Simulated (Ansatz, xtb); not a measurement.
## C5H6OS2: 3 structures ranked

3 gas-phase structures of C5H6OS2, from a drawn sample of its isomers (lower ones may exist). Each was relaxed with GFN2-xTB; where two conformers were screened, the lower at r2SCAN-D4/def2-SVP//GFN2-xTB is listed:

A. `C/C(S)=C\SC#CO`, a singlet
B. `CC(=S)CSC#CO`, a singlet
C. `CC(=S)CSC=C=O`, a singlet

Q: Estimate their order in r2SCAN-D4/def2-SVP//GFN2-xTB energy at these geometries, lowest first.

A: Calculated order at r2SCAN-D4/def2-SVP//GFN2-xTB: C (0.0), B (35.7), A (41.2) kcal/mol.

Energies above the lowest of each column, in kcal/mol; the last columns are at r2SCAN-D4/def2-SVP geometries and were run for some of them only (a dash: not run or not comparable):

| structure | GFN2-xTB | HF/STO-3G | r2SCAN-D4/def2-SVP//GFN2-xTB | r2SCAN-D4/def2-SVP | CCSD(T)/def2-SVP + ΔMP2/def2-TZVPP |
| --- | --- | --- | --- | --- | --- |
| C | 0.0 | 0.0 | 0.0 | 0.0 | 0.0 |
| B | 20.1 | 17.9 | 35.7 | 36.6 | 32.3 |
| A | 23.4 | 11.9 | 41.2 | – | – |

Every level run on C puts it lowest or level with the lowest. Some further structures that were screened fall inside this span and aren't listed. Flexible structures stand in one conformer each, not always the lowest. Frequencies (GFN2-xTB) were run for B, C alone. ΔMP2 is the change of the MP2 energy from the smaller to the larger basis.

Programs: Ansatz 0.2.0, xtb 6.7.1.
